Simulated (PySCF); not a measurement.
How the method changes the constants of HoO

State: sextet, about 10.1 electrons in the 4f shell (Mulliken), real f orbitals that mix terms. Set-up: PySCF, spin-free X2C with a Gaussian nucleus, basis sets Ho x2c-TZVPall, O x2c-TZVPall. De refers to Ho (4f11 6s2) + O in their high-spin ground configurations, without counterpoise correction. The functionals are run spin-unrestricted. A positive dipole means Ho(−)O(+).

```tsv
Level	Re (Å)	ωe (cm⁻¹)	De (eV)	μ (D)	CPU s a point (SCF and correlation, without the integrals)
UHF	1.798	889	n/a	-5.47	12
UHF-MP2	1.793	877	n/a	n/a	23
UHF-SCS-MP2	1.799	878	n/a	n/a	n/a
PBE	1.813	769	5.86	-4.29	33
r²SCAN	1.795	851	6.23	-4.50	38
PBE0	1.788	876	5.79	-4.82	26
r²SCAN0	1.783	889	6.15	-4.88	29
HSE06	1.791	870	5.81	-4.90	46
BHandHLYP	1.793	885	5.80	-5.39	20
```

**Question.** What does the step from GGA to meta-GGA do here, going from PBE to r²SCAN?

**Answer.** r²SCAN less PBE: -1.8 pm in Re, +10.7 % in ωe, +0.37 eV in De. 

**Question.** What does second-order correlation do here, going from UHF to UHF-MP2?

**Answer.** UHF-MP2 less UHF: -0.5 pm in Re, -1.3 % in ωe. Correlation nearly always deepens the well. The bond shortens, as is common for weak, ionic, metallic or heavy-atom bonds, where dispersion and the correlation of outer-core electrons can pull the atoms together.

Correlated steps freeze 19 core orbitals. Spin–orbit coupling is left out, which matters for elements this heavy, above all for dissociation energies. Counting both spins, an empty level lies below a filled one in some of these solutions, because spin and occupation are held. With d or f electrons several states lie close, and the lowest PBE0 determinant need not be the measured ground state.

The whole job (state search and all levels along the bond) took about 20 min on 4 threads of Arm Neoverse N1 (shared host), peak memory 8.7 GiB.
